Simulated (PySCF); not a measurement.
Atoms are numbered as in `[SiH3:1][S:2][C@H:3]1[CH2:4][CH2:5][SiH2:6]1`. Each H is labelled by its parent atom. Ha(C4), Ha(C5), Ha(Si6) are cis to S2 on the ring; Hb(C4), Hb(C5), Hb(Si6) are trans to S2 on the ring.

Calculated, not measured (PySCF): B3LYP/pcSseg-1 with gauge-including orbitals, structure optimised with PBE0-D3(BJ)/def2-SVP. One computed conformer, fast rotation and ring inversion assumed for equivalent nuclei, no solvent, non-relativistic Hamiltonian.

Scale: 13C (179.24 ppm) and 1H (31.38 ppm) and 29Si (337.86 ppm) against TMS; 33S (485.41 ppm) against CS2 (reference shieldings calculated alike).

```json
{"atoms": "Si6", "nucleus": "29Si", "count": "1", "δ (ppm)": "-26.2"}
{"atoms": "S2", "nucleus": "33S", "count": "1", "δ (ppm)": "-139"}
{"atoms": "C4", "nucleus": "13C", "count": "1", "δ (ppm)": "36.0"}
{"atoms": "H(Si1)", "nucleus": "1H", "count": "3", "δ (ppm)": "4.55"}
{"atoms": "Ha(C5)", "nucleus": "1H", "count": "1", "δ (ppm)": "?"}
{"atoms": "Hb(Si6)", "nucleus": "1H", "count": "1", "δ (ppm)": "4.79"}
{"atoms": "Ha(Si6)", "nucleus": "1H", "count": "1", "δ (ppm)": "?"}
{"atoms": "C5", "nucleus": "13C", "count": "1", "δ (ppm)": "8.4"}
{"atoms": "Hb(C5)", "nucleus": "1H", "count": "1", "δ (ppm)": "1.07"}
{"atoms": "Ha(C4)", "nucleus": "1H", "count": "1", "δ (ppm)": "?"}
{"atoms": "C3", "nucleus": "13C", "count": "1", "δ (ppm)": "29.0"}
{"atoms": "Hb(C4)", "nucleus": "1H", "count": "1", "δ (ppm)": "2.55"}
{"atoms": "H(C3)", "nucleus": "1H", "count": "1", "δ (ppm)": "2.46"}
{"atoms": "Si1", "nucleus": "29Si", "count": "1", "δ (ppm)": "?"}
```

**Question.** Fill in the missing shifts.

**Answer.** 
- Ha(Si6): 4.79 ppm, hydrogen on a silicon bonded to 2 C, in a 4-membered ring
- Ha(C4): 2.18 ppm, hydrogen on an sp3 CH2 in a ring
- Ha(C5): 1.01 ppm, hydrogen on an sp3 CH2 bonded to Si
- Si1: -56.5 ppm, silicon bonded to S, 3 H

Shifts are as computed. Against solution values, carbons near 30 ppm lie about +2 ppm off and those near 130 ppm about +6 ppm. Of 1211 compounds with measured shifts, 218 miss one by over three times the rms of a fit or turn the order of signals round; such compounds aren't used in these exercises.
